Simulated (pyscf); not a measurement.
Structures and frequencies: ωB97X-D3(BJ)/def2-SVP in PySCF.

### Question
HO–SiH(OH)–O–SiH₃ -> O=SiH–OH + silanol (HO–SiH₃)
Surface: singlet. Broken: H–O, O–Si. Formed: H–O. Give ΔE‡ and ΔE from ωB97M-D3(BJ)/def2-TZVP, relative to the reactant's lowest minimum found.

### Answer
ΔE‡ = 53.8 kcal/mol, ΔE = +71.2 kcal/mol. Zero-point energy shifts the barrier by -1.3 kcal/mol. It is an elimination, with an imaginary mode of 579i cm⁻¹. On the product side the descent ends in an adduct with a O–Si contact, 21.8 kcal/mol under the separated species and 2.5 kcal/mol under the saddle at ωB97X-D3(BJ)/def2-TZVP. At ωB97M-D3(BJ) the saddle lies under the separated products, which points to a path from their complex (located at ωB97X-D3(BJ) alone), and parting the products costs more than the saddle. What is counted as broken (O–Si) persists as a longer contact in the product adduct; parting that adduct is a step of its own. O=SiH–OH lies 9.8 kcal/mol over its isomer HO–Si:–OH [singlet] (electronic energy, ωB97M-D3(BJ)/def2-TZVP). One saddle was located; it need not be the lowest between these sides.
